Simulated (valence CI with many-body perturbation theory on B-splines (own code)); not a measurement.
**A CI+MBPT run for Pd VII**

Computed by relativistic CI+MBPT: four valence electrons over a frozen Dirac-Fock core [Kr], a basis of 6 s, 6 p, 5 d, 5 f, 1 g functions for each j, with the one-electron correlation potential Σ1 (screened to all orders), the two-electron term Σ2, the three-electron term Σ3, Breit, model QED; selected single and double excitations, second order for the rest, scaled by the run's own slope (own B-spline code, finite nucleus).

Command, and the settings that its task file holds:

```sh
python run_cv.py task.json out
```

```
atom Pd  Z=46  mass_number=106  rms_radius_fm=4.5318
core [Kr]
valence 4d4
avg = 1
basis = S
breit = 1
cap = 10000
capref = 1200
cscale = 1
de = 0.0
dress = 0
eps = 2e-08
extrap = 1
h = 0.27
hh = 1
l2 = 3
lcore = 6
maxit = 60
n2 = 5
natural = 1
nlev = 21
nno = [3, 3, 3, 3, 1]
nroot = 26
nsp = [3, 3, 2, 2, 0]
pt2 = 1
qed = 1
rpa = 1
s1 = 3
s2 = 1
s3 = 1
screen = 1
tol = 2e-05
whole = 1
```

It took 59 s on 1 thread of Intel(R) Xeon(R) Platinum 8488C (Sapphire Rapids), with other jobs on the host.

Log. The first blocks belong to the next ion, which gives the ionisation energy. Fields: 2J, parity (1 odd), roots, reference size, generating configurations, candidates as configurations/state functions, variational space P, stored matrix elements, Davidson steps; e2 is the range of second-order energies in hartree. The first line gives the box (bohr), its intervals, the orbitals and the steps of their self-consistent field. Window is the range of levels sought, series limit the energy at which the first omitted orbital would enter, core excitation an estimate of the first excitation out of the core, left out the lowest levels not solved, and shifts from estimates the range by which levels moved from their first estimate, all in cm⁻¹.

```
rmax 13.7 intervals 63 orbitals 40 references ['4d4', '4d3 5s', '4d3 5p'] scf 6 t 1.6
2J=3 par=0 roots 2 ref 28 generators 7 cand 369/969 P 386/997 nnz 0 it 0
2J=3 par=0 roots 2 ref 28 generators 22 cand 685/1783 P 1071/2780 nnz 1.3e+06 it 6
   second order: generators 43 cand 3518/7583 e2 -0.00002 -0.00001
2J=5 par=0 roots 2 ref 30 generators 7 cand 289/951 P 305/981 nnz 0 it 0
2J=5 par=0 roots 2 ref 30 generators 20 cand 619/1915 P 924/2896 nnz 1.5e+06 it 6
   second order: generators 40 cand 3779/9441 e2 -0.00002 -0.00001
2J=7 par=0 roots 2 ref 22 generators 6 cand 340/964 P 352/986 nnz 0 it 0
2J=7 par=0 roots 2 ref 22 generators 17 cand 673/2103 P 1025/3089 nnz 1.8e+06 it 6
   second order: generators 36 cand 3475/8738 e2 -0.00002 -0.00001
reference levels 556, estimated 25, window 40095 1/cm; series limit 616030, core excitation 392632
2J=0 par=0 roots 3 ref 17 generators 6 cand 297/838 P 1277/2617 nnz 9.6e+05 it 5
2J=0 par=0 roots 3 ref 17 generators 26 cand 1235/3636 P 2512/6253 nnz 3.2e+06 it 9
   second order: generators 75 cand 15958/36369 e2 -0.00007 -0.00002
2J=2 par=0 roots 3 ref 36 generators 4 cand 227/1027 P 766/3538 nnz 2.7e+06 it 5
2J=2 par=0 roots 3 ref 36 generators 23 cand 949/6438 P 1715/9976 nnz 1.1e+07 it 9
   second order: generators 67 cand 14314/91645 e2 -0.00011 -0.00004
2J=4 par=0 roots 5 ref 51 generators 6 cand 171/988 P 535/3509 nnz 2.9e+06 it 5
2J=4 par=0 roots 5 ref 51 generators 29 cand 840/6304 P 1375/9813 nnz 1.4e+07 it 8
   second order: generators 78 cand 15048/139567 e2 -0.00024 -0.00008
2J=6 par=0 roots 5 ref 49 generators 5 cand 174/971 P 494/3502 nnz 3e+06 it 5
2J=6 par=0 roots 5 ref 49 generators 22 cand 785/6464 P 1279/9966 nnz 1.6e+07 it 9
   second order: generators 70 cand 16413/171853 e2 -0.00024 -0.00009
2J=8 par=0 roots 5 ref 42 generators 6 cand 171/921 P 514/3462 nnz 2.9e+06 it 5
2J=8 par=0 roots 5 ref 42 generators 30 cand 819/6523 P 1333/9985 nnz 1.5e+07 it 7
   second order: generators 85 cand 17464/181663 e2 -0.00017 -0.00008
2J=10 par=0 roots 2 ref 25 generators 5 cand 170/911 P 585/3403 nnz 2.9e+06 it 4
2J=10 par=0 roots 2 ref 25 generators 21 cand 689/5047 P 1274/8450 nnz 1.1e+07 it 6
   second order: generators 62 cand 16657/155563 e2 -0.00013 -0.00011
2J=12 par=0 roots 2 ref 14 generators 2 cand 230/967 P 795/3416 nnz 2.9e+06 it 3
2J=12 par=0 roots 2 ref 14 generators 15 cand 392/2767 P 1187/6183 nnz 6e+06 it 5
   second order: generators 51 cand 12591/98814 e2 -0.00012 -0.00011
left out: unestimated 58266, estimated none, shifts from estimates -58 to 0
operators 4.1
```

The Davidson iterations converged. The settings are bad on purpose, so the numbers may not be properties of the ion.

No measured spectrum was set against this ion. As an estimate, terms of the open shell hold to 2 to 4 % of their energy, and close levels can change places; different configurations can be misplaced against each other by 1,000 to 8,000 cm⁻¹. Only levels of the ground parity were solved; by the run's estimate the other parity begins above the list, which can be wrong where configurations are misplaced.

```
Valence energy                            : -19.8876 hartree
Ionisation energy                         : 105.1 eV (NIST: 101 ± 2 eV (theoretical))
Reference configurations for the orbitals : 4d4, 4d3 5s, 4d3 5p
Radial orbitals                           : 40
Box radius                                : 13.7 bohr
Largest variational space                 : 9985
Lowest levels                             : 4d⁴ ⁵D_0 0.0, 4d⁴ ⁵D_1 1099, 4d⁴ ⁵D_2 2715, 4d⁴ ⁵D_3 4556, 4d⁴ ⁵D_4 6504, 4d⁴ ³P_0 20816, 4d⁴ ³H_4 21439, 4d⁴ ³H_5 23855, 4d⁴ ³G_3 25320, 4d⁴ ³P_1 25333, 4d⁴ ³H_6 25520, 4d⁴ ³F_2 26436, 4d⁴ ³F_4 27388, 4d⁴ ³P_2 30493 cm⁻¹
```

Names give the largest LS component (configuration and term), which can be under half, so a name can repeat, a term be missing and a line seem to break the LS rules; names also repeat where a configuration has a term twice.
